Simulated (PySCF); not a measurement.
**Molecular orbitals of Rb₂**

revPBE at R = 4.304 Å; Rb def2-SVPD with ECP28; scalar-relativistic core potentials (PySCF 2.14). State: ¹Σg⁺ (singlet), closed shell. Only the outer orbitals are listed.

| orbital | occ. | ε (eV) | main shells (%) |
| --- | --- | --- | --- |
| σg | 2 | -15.80 | 100 p |
| πu | 2 | -15.77 | 100 p |
| πu | 2 | -15.77 | 100 p |
| πg | 2 | -15.75 | 100 p |
| πg | 2 | -15.75 | 100 p |
| σu | 2 | -15.70 | 100 p |
| σg | 2 | -2.41 | 92 s |
| σu | 0 | -1.53 | 103 s |
| πu | 0 | -0.86 | 93 p |
| πu | 0 | -0.86 | 93 p |

Problem. Which are the highest filled and the lowest empty level, where do they sit, and how wide is the gap?

Solution. Highest filled σg at -2.41 eV (in %: 92 s); lowest empty σu at -1.53 eV (in %: 103 s); the gap at revPBE is 0.88 eV.

```json
{"bond order (Mayer)": "0.99", "⟨S²⟩": "0.000"}
```

Shares are Mulliken populations and can fall outside 0 to 100 %.

Closed-shell solutions of metal pairs were not tested for spin polarisation, which can lower them a little.
